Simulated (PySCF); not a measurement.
Gas-phase reaction: Ga₂H₆ + H₂O = Ga₂O + 4 H₂

Method: PySCF energies plus ideal-gas RRHO corrections (1 bar). † marks an energy on the PBE0/def2-TZVP geometry and frequencies. CCSD(T) freezes the core. All species are closed-shell singlets. B3LYP is the form with VWN-RPA correlation. Ga: all electrons, no relativistic terms. Ga₂H₆: computed as isolated molecules; such fragments, hydroxides, amides, oligomers or adducts are transient or little studied in the gas. CCSD(T) isn't extrapolated to the basis-set limit; its ΔH°(298 K) is -19.0 kJ in def2-SVP and 3.7 kJ in def2-TZVPP. The harmonic model lacks anharmonicity and excited electronic states, which grow with temperature; levels with a mode under 35 cm⁻¹ are left out. Soft modes under 120 cm⁻¹ make the harmonic entropy rough for Ga₂O.

ΔH° and ΔS° at 298 K: B3LYP/def2-TZVP† -75 kJ, 323 J/K; CCSD(T)/def2-TZVPP† 4 kJ, 323 J/K; HF/def2-TZVP† -24 kJ, 323 J/K; M06-2X/def2-TZVP† -53 kJ, 323 J/K; PBE/def2-TZVP† -34 kJ, 323 J/K.

Q: With the heat capacities included, give log10 K (1 bar) at 500, 1200, 1800, 2000, 2500 K from B3LYP/def2-TZVP†, CCSD(T)/def2-TZVPP†, HF/def2-TZVP†, M06-2X/def2-TZVP†, PBE/def2-TZVP†.

A: 
| T (K) | B3LYP/def2-TZVP† | CCSD(T)/def2-TZVPP† | HF/def2-TZVP† | M06-2X/def2-TZVP† | PBE/def2-TZVP† |
|---|---|---|---|---|---|
| 500 | 25.0 | 16.8 | 19.7 | 22.6 | 20.7 |
| 1200 | 21.0 | 17.6 | 18.8 | 20.0 | 19.2 |
| 1800 | 19.9 | 17.6 | 18.4 | 19.2 | 18.7 |
| 2000 | 19.6 | 17.6 | 18.3 | 19.1 | 18.6 |
| 2500 | 19.1 | 17.5 | 18.1 | 18.7 | 18.3 |
